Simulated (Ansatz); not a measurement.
Reaction (cleavage of the B–Si bond): `BO[SiH2]B` + `[OH][Ga]([Cl])[O][SiH3]` → `B[O][Ga]([Cl])[O][SiH3]` + `BO[SiH3]`

Program: Ansatz. Geometries: PBE0-D4/def2-TZVP. ΔE: electronic, gas phase. CBS: MP2 limit from def2 TZ/QZ plus the TZ coupled-cluster correction, frozen cores. DFT in def2-TZVPP. B3LYP here is the variant with VWN-RPA as its local correlation; programs differ in this. For Ga outer-core shells are correlated without core-valence functions, which leaves a few kJ/mol of doubt a bond. Scalar relativity is left out up to krypton. Each species was taken in one conformer, which may not be the lowest.

`BO[SiH2]B`:

Z-matrix (Å, degrees):
```
Si
O 1 1.666
B 1 2.001 2 113.0
H 1 1.493 2 109.1 3 122.4
H 1 1.490 2 106.8 3 -120.6
B 2 1.345 1 132.3 3 -120.9
H 3 1.194 1 123.8 2 2.5
H 3 1.197 1 118.4 2 -177.7
H 6 1.205 2 120.1 1 -0.0
H 6 1.199 2 118.2 1 179.8
```

`[OH][Ga]([Cl])[O][SiH3]`:

```xyz
9

O    -1.546   -0.735    2.425
Ga   -0.983   -0.749    0.753
Cl   -1.817   -2.114   -0.629
O     0.275    0.381    0.248
Si    1.097    0.735   -1.126
H    -1.096   -0.075    2.959
H     1.928   -0.422   -1.557
H     0.163    1.086   -2.229
H     1.980    1.894   -0.843
```

`B[O][Ga]([Cl])[O][SiH3]`:

Z-matrix (Å, degrees):
```
Si
O 1 1.640
H 1 1.487 2 110.7
H 1 1.484 2 107.7 3 -119.5
H 1 1.487 2 110.8 3 121.0
Ga 2 1.752 1 142.7 3 -67.4
O 6 1.787 2 122.5 1 1.4
Cl 6 2.104 2 119.9 1 -178.0
B 7 1.347 6 125.2 2 7.5
H 9 1.207 7 121.1 6 0.9
H 9 1.200 7 117.9 6 -179.2
```

`BO[SiH3]`:

```xyz
8

B    -0.372   -1.463   -0.407
O    -0.009   -0.541    0.505
Si    0.293    1.085    0.389
H    -0.533   -1.142   -1.556
H    -0.525   -2.592   -0.037
H     0.112    1.540   -1.013
H     1.686    1.323    0.833
H    -0.653    1.790    1.286
```

```json
{"level": "r2SCAN-D4", "ΔE (kJ/mol)": "-155.4", "difference from CCSD(T)/CBS": "1.4"}
{"level": "PBE0-D4", "ΔE (kJ/mol)": "-150.7", "difference from CCSD(T)/CBS": "6.1"}
{"level": "B3LYP-D4", "ΔE (kJ/mol)": "-161.1", "difference from CCSD(T)/CBS": "-4.3"}
{"level": "r2SCAN", "ΔE (kJ/mol)": "-154.8", "difference from CCSD(T)/CBS": "2.0"}
{"level": "HF/def2-QZVPP", "ΔE (kJ/mol)": "-170.2", "difference from CCSD(T)/CBS": "-13.4"}
{"level": "MP2/def2-QZVPP", "ΔE (kJ/mol)": "-164.3", "difference from CCSD(T)/CBS": "-7.5"}
{"level": "SCS-MP2/def2-QZVPP", "ΔE (kJ/mol)": "-164.7", "difference from CCSD(T)/CBS": "-7.9"}
{"level": "HF/CBS(def2)", "ΔE (kJ/mol)": "-170.3", "difference from CCSD(T)/CBS": "-13.5"}
{"level": "MP2/CBS(def2)", "ΔE (kJ/mol)": "-162.2", "difference from CCSD(T)/CBS": "-5.4"}
{"level": "CCSD/CBS(def2)", "ΔE (kJ/mol)": "-156.3", "difference from CCSD(T)/CBS": "0.5"}
{"level": "CCSD(T)/CBS", "ΔE (kJ/mol)": "-156.8", "difference from CCSD(T)/CBS": "0"}
```

Largest T1 diagnostic among the species: 0.014.

From PBE to PBE0 (25 % exact exchange), in def2-TZVPP and without D4, ΔE moves by −4.0 kJ/mol.
